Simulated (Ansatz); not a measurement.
SbH2(SiH3) (SiSbH5). The state is a singlet with charge 0. Geometry r2SCAN-D4/def2-TZVP, basis def2-TZVP, Ansatz.

```json
{"run": "A", "HOMO (eV)": "-7.26", "LUMO (eV)": "-0.48"}
{"run": "B", "HOMO (eV)": "-9.67", "LUMO (eV)": "1.47"}
{"run": "C", "HOMO (eV)": "-6.89", "LUMO (eV)": "-0.68"}
{"run": "D", "HOMO (eV)": "-7.08", "LUMO (eV)": "-0.70"}
{"run": "E", "HOMO (eV)": "-6.16", "LUMO (eV)": "-1.13"}
{"run": "F", "HOMO (eV)": "-8.44", "LUMO (eV)": "0.42"}
```

In the def2 sets Sb takes a core potential; there is no spin–orbit coupling. LC-ωPBE has ω = 0.4 bohr⁻¹. B3LYP takes the VWN-RPA correlation.

Question: The runs used B3LYP, BLYP, CAM-B3LYP, LC-ωPBE, PBE0, r2SCANh. Estimate which is which.

Answer: A PBE0 (25 % exact exchange); B LC-ωPBE (range-separated); C r2SCANh (10 % exact exchange); D B3LYP (20 % exact exchange); E BLYP (0 % exact exchange); F CAM-B3LYP (range-separated). Exact exchange lowers occupied and raises empty levels; among semilocal functionals meta-GGAs tend to open the gap a little, and such runs are hard to tell apart. The gap grows from 5.03 eV (BLYP) to 11.14 eV (LC-ωPBE).
